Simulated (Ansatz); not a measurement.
C2H7BSi can be A, `B/C=C/[SiH3]`, or B, `CB1C[SiH2]1`.

Gas-phase electronic energies from Ansatz, PBE0-D4/def2-TZVP geometries. CCSD(T)/CBS is the MP2 limit (def2-TZVPP, def2-QZVPP) plus CCSD(T) − MP2 in def2-TZVPP, frozen cores. Functionals use def2-TZVPP. B3LYP here is the variant with VWN-RPA as its local correlation; programs differ in this.

(1) Which is lower in electronic energy at CCSD(T)/CBS, and by how much? (An estimate is asked.)

(2) Give E(B) − E(A) in kJ/mol with MP2/def2-TZVPP, B2PLYP, BLYP-D4, CCSD(T)/def2-TZVPP, B3LYP-D4, CCSD/def2-TZVPP, LDA (SPW92). (An estimate is asked.)

(3) Does the order hold for the free energy at 298.15 K (harmonic terms from PBE0-D4)? (An estimate is asked.)

Largest T1 diagnostic: 0.013.

## Answers

(1) The calculation gave: A, by 16.6 kJ/mol.

(2) The calculation gave: MP2/def2-TZVPP 12.2, B2PLYP 22.2, BLYP-D4 23.1, CCSD(T)/def2-TZVPP 19.1, B3LYP-D4 23.0, CCSD/def2-TZVPP 24.5, LDA (SPW92) -41.9. The order is the other way round with LDA (SPW92).

(3) Ansatz gave: Yes: G(B) − G(A) = +26.7 kJ/mol.

From BLYP to BHLYP (50 % exact exchange), in def2-TZVPP and without D4, E(B) − E(A) moves by +10.9 kJ/mol. Leaving LDA and LC-ωPBE aside and taking each functional with its dispersion term where it has one, the values, not all of them listed here, spread over 48.9 kJ/mol, from PBE-D4 to BHLYP-D4. LDA lies −26.0 kJ/mol from PBE without D4.
